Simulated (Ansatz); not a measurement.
Born–Oppenheimer molecular dynamics of C2H7ClO2Si (13 atoms, charge 0, multiplicity 1). It starts from a relaxed structure.

Level of theory: RKS PBE-D4/STO-3G (Ansatz).

- ensemble: NVE (velocity Verlet)
- time step: 0.5 fs
- steps asked: 166
- starting velocities drawn for: 500 K
- masses: H 3.016 u
- seed: 842735

First frame:

```xyz
13
Properties=species:S:1:pos:R:3
Si 0.056 -0.193 0.205
O 0.268 -0.009 1.896
C -0.975 -0.174 2.674
H -1.278 -1.246 2.783
H -0.772 0.225 3.693
H -1.838 0.392 2.244
H 1.331 0.194 -0.380
Cl -1.532 1.106 -0.428
O -0.255 -1.762 -0.409
C -1.598 -2.276 -0.079
H -1.681 -2.623 0.981
H -2.410 -1.531 -0.269
H -1.777 -3.157 -0.737
```

(1) How far do the bonds stretch over the last three quarters of this one trajectory? (Pairs bonded in most of those frames.)

Answers

(1) 
```json
{"bond": "Si1–O2", "mean (Å)": "1.712", "spread (Å)": "0.022", "shortest": "1.67", "longest": "1.76"}
{"bond": "Si1–H7", "mean (Å)": "1.463", "spread (Å)": "0.044", "shortest": "1.40", "longest": "1.53"}
{"bond": "Si1–Cl8", "mean (Å)": "2.153", "spread (Å)": "0.034", "shortest": "2.10", "longest": "2.22"}
{"bond": "Si1–O9", "mean (Å)": "1.710", "spread (Å)": "0.018", "shortest": "1.68", "longest": "1.73"}
{"bond": "O2–C3", "mean (Å)": "1.485", "spread (Å)": "0.048", "shortest": "1.41", "longest": "1.56"}
{"bond": "C3–H4", "mean (Å)": "1.128", "spread (Å)": "0.051", "shortest": "1.05", "longest": "1.20"}
{"bond": "C3–H5", "mean (Å)": "1.119", "spread (Å)": "0.038", "shortest": "1.06", "longest": "1.18"}
{"bond": "C3–H6", "mean (Å)": "1.119", "spread (Å)": "0.018", "shortest": "1.09", "longest": "1.15"}
{"bond": "O9–C10", "mean (Å)": "1.479", "spread (Å)": "0.008", "shortest": "1.46", "longest": "1.50"}
{"bond": "C10–H11", "mean (Å)": "1.121", "spread (Å)": "0.018", "shortest": "1.09", "longest": "1.16"}
{"bond": "C10–H12", "mean (Å)": "1.120", "spread (Å)": "0.019", "shortest": "1.09", "longest": "1.15"}
{"bond": "C10–H13", "mean (Å)": "1.119", "spread (Å)": "0.023", "shortest": "1.08", "longest": "1.16"}
```

Mean temperature of the second half: 234 K. The conserved energy stayed within 0.19 meV per atom of its start (net change 0.16 meV per atom), so the integration is sound. Over the second half the temperature averaged 0.47 of the 500 K drawn at the start: a run that starts near a minimum puts about half its kinetic energy into the potential. A run of 0.083 ps of so small a system gives no equilibrium averages. Limits of this set-up: minimal basis.

Run time: 9.1 min on 1 thread of Arm Neoverse V1 (shared host), peak memory 0.1 GiB.
